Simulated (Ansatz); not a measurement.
The cluster Si2Se4 (the lowest singlet isomer of a short search) was relaxed with PBE0-D4 (def2-SVP) in Ansatz in these states: neutral quintet, neutral singlet, neutral triplet. The geometries follow in no particular order.

A:

```xyz
6

Si   -0.420    0.493    1.159
Si   -0.195   -0.777   -1.506
Se   -1.049    1.299   -0.845
Se   -0.615    1.321    3.053
Se    0.451   -1.526    0.602
Se    1.830   -0.810   -2.461
```

B:

```xyz
6

Si    1.2206    0.0858   -0.8603
Si   -1.2206   -0.0859    0.8603
Se    0.2965   -1.7761    0.1860
Se    0.7960   -0.7904   -2.8533
Se   -0.2965    1.7760   -0.1861
Se   -0.7960    0.7904    2.8533
```

C:

```xyz
6

Si    0.751    1.110   -0.593
Si   -0.751   -1.110    0.594
Se   -1.283    1.094    0.426
Se    1.808    2.680   -1.430
Se    1.282   -1.094   -0.427
Se   -1.808   -2.681    1.430
```

Question: Judge from the bond lengths which geometry belongs to which state (an estimate).

Answer: A is the neutral triplet (Si2–Se6 2.239 Å, Si1–Se4 2.076 Å, Si1–Se5 2.268 Å); B is the neutral quintet (Si2–Se6 2.218 Å, Si1–Se4 2.218 Å, Si1–Se5 2.369 Å); C is the neutral singlet (Si2–Se6 2.069 Å, Si1–Se4 2.069 Å, Si1–Se5 2.273 Å).

At PBE0-D4/def2-TZVP a singlet lies 1.60 eV below the neutral triplet. At PBE0-D4/def2-TZVP a singlet lies 3.25 eV below the neutral quintet. These are the stationary points nearest to one start from a short search; other shapes may lie lower in each state.
